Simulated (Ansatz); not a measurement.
MgF2, SMILES [F][Mg][F].

The structure is a stationary point at ωB97X-D3(BJ)/def2-TZVP. The isomer is the one that the SMILES or the coordinates give; other isomers of the formula were not compared.

Two levels are set side by side: PBE/def2-TZVPD (Ansatz, a quantum-chemistry and plane-wave program) and PBE0/def2-TZVPD (Ansatz). Energy differences of separate SCF runs at the same geometry; the states with an electron removed or added have multiplicity 2 and 2. Differences are taken from unrounded values.

```
quantity                             PBE
---------------------------------  -----
vertical ionisation energy (eV)    12.33
vertical electron affinity (eV)     0.43
vertical singlet–triplet gap (eV)   6.08
```

These are the PBE values. What does PBE0 give? (An estimate is asked for; the answer gives what the named calculation found.)


| quantity | PBE0 | PBE minus PBE0 |
|---|---|---|
| vertical ionisation energy (eV) | 12.89 | -0.56 |
| vertical electron affinity (eV) | 0.34 | 0.08 |
| vertical singlet–triplet gap (eV) | 6.72 | -0.64 |
